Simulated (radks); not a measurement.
In, configuration [Kr] 4d10 5s2 5p1 (the NIST ground configuration).

Calculated with a radial shooting solver on a logarithmic mesh with Libxc functionals: scalar-relativistic Kohn-Sham, PBE, spin-polarised, spherical densities, point nucleus; open shells are filled with parallel spins first (spin-orbit coupling, left out, can overturn this in heavy ions); hard spherical wall at 7 bohr.

Energy parts (eV):
part                       energy
total                 -160047.153
kinetic                166823.671
electron-nucleus      -387027.301
Hartree                 64497.595
exchange-correlation    -4341.118

Orbitals (lengths in bohr, moments of r in powers of bohr):
\begin{tabular}{lrrr}
orbital & occ. & eigenvalue (eV) & <r^2> \\ \hline
1s up & 1 & -27753.58 & 0.001195 \\
1s down & 1 & -27753.57 & 0.001195 \\
2s up & 1 & -4154.834 & 0.01947 \\
2s down & 1 & -4154.833 & 0.01947 \\
2p up & 3 & -3729.028 & 0.01536 \\
2p down & 3 & -3729.021 & 0.01536 \\
3s up & 1 & -787.7718 & 0.1390 \\
3s down & 1 & -787.7626 & 0.1390 \\
3p up & 3 & -648.3394 & 0.1399 \\
3p down & 3 & -648.3288 & 0.1399 \\
3d up & 5 & -431.9156 & 0.1250 \\
3d down & 5 & -431.9071 & 0.1250 \\
4s up & 1 & -118.8711 & 0.8143 \\
4s down & 1 & -118.8537 & 0.8142 \\
4p up & 3 & -77.3428 & 0.9730 \\
4p down & 3 & -77.3220 & 0.9722 \\
4d up & 5 & -17.8786 & 1.699 \\
4d down & 5 & -17.7908 & 1.678 \\
5s up & 1 & -7.8955 & 7.653 \\
5s down & 1 & -7.2398 & 7.564 \\
5p up & 1 & -1.9834 & 11.68 \\
5p down & 0 & -1.2474 & 11.75 \\
5d up & 0 & 4.5971 & 18.39 \\
6s up & 0 & 4.8510 & 20.26 \\
5d down & 0 & 5.2601 & 18.59 \\
6s down & 0 & 5.3530 & 20.31 \\
4f up & 0 & 9.2257 & 20.70 \\
4f down & 0 & 9.8594 & 20.87 \\
\end{tabular}

The highest occupied level is 5p up at -1.983 eV. The density falls to 0.001 e/bohr^3 at r = 4.60 bohr.
